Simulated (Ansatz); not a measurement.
The pair A = N2 (SMILES N#N) (first 2 atoms), B = C3H4 (SMILES C=C=C); geometry from B3LYP-D3(BJ)/def2-TZVP.
(charge 0, multiplicity 1):
```xyz
9

N      0.304     1.698     0.848
N      0.315     0.744     0.319
C     -0.072    -1.539     3.212
C     -0.089    -0.351     3.739
C     -0.104     0.841     4.256
H     -0.983    -2.016     2.868
H      0.853    -2.092     3.098
H      0.010     1.724     3.637
H     -0.231     0.992     5.322
```

Correlated levels freeze the cores. MP2 and its Hartree–Fock in aug-cc-pVTZ are density fitted.

Run with Ansatz (Gaussian orbitals). Each number belongs to the level named beside it.

The counterpoise-corrected interaction energy is E(AB) − E(A in the pair's basis) − E(B in the pair's basis). Total energies (hartree):

```tsv
level	AB	A in the pair's basis	B in the pair's basis
HF/aug-cc-pVDZ	-224.8374031	-108.9615733	-115.8769707
MP2/aug-cc-pVDZ	-225.5601301	-109.2771884	-116.2814151
HF/aug-cc-pVTZ	-224.8918517	-108.9859662	-115.9070468
MP2/aug-cc-pVTZ	-225.7560411	-109.3638199	-116.3904423
CCSD(T)/aug-cc-pVDZ	-225.6271557	-109.2935429	-116.3324921
```

Q: Work out the counterpoise-corrected interaction energy at the basis-set limit: extrapolate the MP2 correlation part as X⁻³, take Hartree–Fock from the larger set, and add the CCSD(T) − MP2 difference of aug-cc-pVDZ.

A: 
1. Differences (1 hartree = 627.509 kcal/mol): HF/aug-cc-pVDZ 0.716; MP2/aug-cc-pVDZ -0.958; HF/aug-cc-pVTZ 0.729; MP2/aug-cc-pVTZ -1.116; CCSD(T)/aug-cc-pVDZ -0.703.
2. Correlation parts, MP2 less HF: -1.674 in aug-cc-pVDZ (X = 2), -1.845 in aug-cc-pVTZ (X = 3).
3. Limit (3³·(-1.845) − 2³·(-1.674))/(3³ − 2³) = -1.917; with HF/aug-cc-pVTZ it gives -1.188.
4. CCSD(T) less MP2 in aug-cc-pVDZ: 0.255.
Result: -0.93 kcal/mol, against -0.96 at MP2/aug-cc-pVDZ. It is an estimate of this method's limit, not of the exact value.

Ansatz is an electronic-structure program.
